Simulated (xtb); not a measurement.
xtb input (GFN2-xTB):

```bash
xtb mol.xyz --gfn 2 --sp --chrg -1 --uhf 0
```
mol.xyz:
```
9

N     -1.42088763    -0.94440523    -0.16861715
Si     0.05666969    -0.03832571     0.14132314
O      0.49483363     0.00101222     1.63280172
O     -0.12244984     1.54734721    -0.49324270
O      1.05665557    -0.71173795    -1.04751109
H     -1.85006364    -0.78365307    -1.07086802
H     -2.11473078    -0.81865914     0.55545737
H     -0.04869833     2.13100823     0.26791103
H      1.73401561    -0.07427128    -1.28708785
```

Output:

```
           -------------------------------------------------
          |                Calculation Setup                |
           -------------------------------------------------

           -------------------------------------------------
          |                 G F N 2 - x T B                 |
           -------------------------------------------------

        Reference                      10.1021/acs.jctc.8b01176
      * Hamiltonian:
        H0-scaling (s, p, d)           1.850000    2.230000    2.230000
        zeta-weighting                 0.500000
      * Dispersion:
        s8                             2.700000
        a1                             0.520000
        a2                             5.000000
        s9                             5.000000
      * Repulsion:
        kExp                           1.500000    1.000000
        rExp                           1.000000
      * Coulomb:
        alpha                          2.000000
        third order                    shell-resolved
        anisotropic                    true
        a3                             3.000000
        a5                             4.000000
        cn-shift                       1.200000
        cn-exp                         4.000000
        max-rad                        5.000000

          ...................................................
          :                      SETUP                      :
          :.................................................:
          :  # basis functions                  30          :
          :  # atomic orbitals                  29          :
          :  # shells                           15          :
          :  # electrons                        32          :
          :  max. iterations                   250          :
          :  Hamiltonian                  GFN2-xTB          :
          :  restarted?                      false          :
          :  GBSA solvation                  false          :
          :  PC potential                    false          :
          :  electronic temp.          300.0000000     K    :
          :  accuracy                    1.0000000          :
          :  -> integral cutoff          0.2500000E+02      :
          :  -> integral neglect         0.1000000E-07      :
          :  -> SCF convergence          0.1000000E-05 Eh   :
          :  -> wf. convergence          0.1000000E-03 e    :
          :  Broyden damping             0.4000000          :
          :  net charge                         -1          :
          :  unpaired electrons                  0          :
          ...................................................

 iter      E             dE          RMSdq      gap      omega  full diag
   1    -19.3082902 -0.193083E+02  0.722E+00    8.23       0.0  T
   2    -19.3564262 -0.481360E-01  0.598E+00    8.80       1.0  T
   3    -19.3594167 -0.299050E-02  0.416E+00    8.83       1.0  T
   4    -19.3549290  0.448768E-02  0.130E+00    8.48       1.0  T
   5    -19.3608541 -0.592506E-02  0.484E-01    8.81       1.0  T
   6    -19.3609222 -0.680875E-04  0.128E-01    8.82       1.0  T
   7    -19.3609390 -0.167990E-04  0.407E-02    8.81       1.0  T
   8    -19.3609397 -0.669697E-06  0.610E-03    8.80       5.5  T
   9    -19.3609398 -0.123763E-06  0.415E-03    8.81       8.0  T
  10    -19.3609399 -0.772205E-07  0.139E-03    8.81      23.9  T
  11    -19.3609399 -0.165784E-07  0.138E-04    8.81     241.8  T
  12    -19.3609399 -0.249472E-10  0.488E-05    8.81     682.9  T

   *** convergence criteria satisfied after 12 iterations ***

         #    Occupation            Energy/Eh            Energy/eV
      -------------------------------------------------------------
         1        2.0000           -0.5474819             -14.8977
       ...           ...                  ...                  ...
        10        2.0000           -0.2611746              -7.1069
        11        2.0000           -0.2502998              -6.8110
        12        2.0000           -0.2377666              -6.4700
        13        2.0000           -0.2107844              -5.7357
        14        2.0000           -0.1874291              -5.1002
        15        2.0000           -0.1803364              -4.9072
        16        2.0000           -0.1746048              -4.7512 (HOMO)
        17                          0.1489932               4.0543 (LUMO)
        18                          0.1639544               4.4614
        19                          0.1992727               5.4225
        20                          0.2608173               7.0972
        21                          0.3207154               8.7271
       ...                                ...                  ...
        29                          1.1247554              30.6062
      -------------------------------------------------------------
                  HL-Gap            0.3235979 Eh            8.8055 eV
             Fermi-level           -0.0128058 Eh           -0.3485 eV

 SCC (total)                   0 d,  0 h,  0 min,  0.007 sec
 SCC setup                      ...        0 min,  0.000 sec (  1.962%)
 Dispersion                     ...        0 min,  0.000 sec (  0.935%)
 classical contributions        ...        0 min,  0.000 sec (  0.366%)
 integral evaluation            ...        0 min,  0.001 sec ( 19.830%)
 iterations                     ...        0 min,  0.004 sec ( 51.751%)
 molecular gradient             ...        0 min,  0.002 sec ( 22.746%)
 printout                       ...        0 min,  0.000 sec (  2.170%)

         :::::::::::::::::::::::::::::::::::::::::::::::::::::
         ::                     SUMMARY                     ::
         :::::::::::::::::::::::::::::::::::::::::::::::::::::
         :: total energy             -19.240616048839 Eh    ::
         :: gradient norm              0.028342597634 Eh/a0 ::
         :: HOMO-LUMO gap              8.805547960739 eV    ::
         ::.................................................::
         :: SCC energy               -19.360936229216 Eh    ::
         :: -> isotropic ES            0.269128315782 Eh    ::
         :: -> anisotropic ES          0.001544861568 Eh    ::
         :: -> anisotropic XC         -0.004238078679 Eh    ::
         :: -> dispersion             -0.005546996364 Eh    ::
         :: repulsion energy           0.120320180376 Eh    ::
         :: add. restraining           0.000000000000 Eh    ::
         :: total charge              -1.000000000000 e     ::
         :::::::::::::::::::::::::::::::::::::::::::::::::::::

           -------------------------------------------------
          |                Property Printout                |
           -------------------------------------------------

    * Orbital Energies and Occupations

         #    Occupation            Energy/Eh            Energy/eV
      -------------------------------------------------------------
         1        2.0000           -0.5474819             -14.8977
       ...           ...                  ...                  ...
         4        2.0000           -0.3923004             -10.6750
         5        2.0000           -0.3685211             -10.0280
         6        2.0000           -0.3460277              -9.4159
         7        2.0000           -0.3215289              -8.7492
         8        2.0000           -0.3121565              -8.4942
         9        2.0000           -0.2689277              -7.3179
        10        2.0000           -0.2611746              -7.1069
        11        2.0000           -0.2502998              -6.8110
        12        2.0000           -0.2377666              -6.4700
        13        2.0000           -0.2107844              -5.7357
        14        2.0000           -0.1874291              -5.1002
        15        2.0000           -0.1803364              -4.9072
        16        2.0000           -0.1746048              -4.7512 (HOMO)
        17                          0.1489932               4.0543 (LUMO)
        18                          0.1639544               4.4614
        19                          0.1992727               5.4225
        20                          0.2608173               7.0972
        21                          0.3207154               8.7271
        22                          0.3487968               9.4912
        23                          0.3654474               9.9443
        24                          0.3771906              10.2639
        25                          0.4363703              11.8742
        26                          0.5939658              16.1626
        27                          0.8342723              22.7017
       ...                                ...                  ...
        29                          1.1247554              30.6062
      -------------------------------------------------------------
                  HL-Gap            0.3235979 Eh            8.8055 eV
             Fermi-level           -0.0128058 Eh           -0.3485 eV

     #   Z          covCN         q      C6AA      α(0)
     1   7 N        2.539    -0.460    32.120     8.417
     2  14 Si       3.150     0.605   145.466    25.714
     3   8 O        0.771    -0.635    27.041     6.970
     4   8 O        1.571    -0.605    25.329     6.791
     5   8 O        1.572    -0.568    24.455     6.673
     6   1 H        0.861     0.098     1.812     2.109
     7   1 H        0.861     0.085     1.936     2.180
     8   1 H        0.821     0.239     0.933     1.516
     9   1 H        0.816     0.239     0.935     1.517

 Mol. C6AA /au·bohr⁶  :       1362.594560
 Mol. C8AA /au·bohr⁸  :      43605.877015
 Mol. α(0) /au        :         61.885743

Wiberg/Mayer (AO) data.
largest (>0.10) Wiberg bond orders for each atom

 ---------------------------------------------------------------------------
     #   Z sym  total        # sym  WBO       # sym  WBO       # sym  WBO
 ---------------------------------------------------------------------------
     1   7 N    3.029 --     7 H    1.000     6 H    0.991     2 Si   0.903
     2  14 Si   4.446 --     3 O    1.788     5 O    0.910     1 N    0.903
                             4 O    0.859
     3   8 O    1.959 --     2 Si   1.788
     4   8 O    1.944 --     8 H    0.941     2 Si   0.859
     5   8 O    1.986 --     9 H    0.939     2 Si   0.910
     6   1 H    0.990 --     1 N    0.991
     7   1 H    0.993 --     1 N    1.000
     8   1 H    0.943 --     4 O    0.941
     9   1 H    0.943 --     5 O    0.939
 ---------------------------------------------------------------------------

Topologies differ in total number of bonds
Writing topology from bond orders to xtbtopo.mol

molecular dipole:
                 x           y           z       tot (Debye)
 q only:       -0.212       0.422      -0.533
   full:       -0.522       0.822      -1.102       3.737
molecular quadrupole (traceless):
                xx          xy          yy          xz          yz          zz
 q only:        4.068       0.847       0.568      -2.511       0.877      -4.636
  q+dip:        6.339       1.176      -0.812      -2.912       1.237      -5.527
   full:        7.310       1.338      -0.114      -3.967       1.301      -7.196

           -------------------------------------------------
          | TOTAL ENERGY              -19.240616048839 Eh   |
          | GRADIENT NORM               0.028342597634 Eh/α |
          | HOMO-LUMO GAP               8.805547960739 eV   |
           -------------------------------------------------

------------------------------------------------------------------------
------------------------------------------------------------------------
 total:
Note: The following floating-point exceptions are signalling: IEEE_UNDERFLOW_FLAG IEEE_DENORMAL
normal termination of xtb
 SCF:
```

It need not be the lowest isomer of its formula. Whether it binds its extra electron was not tested at this geometry.
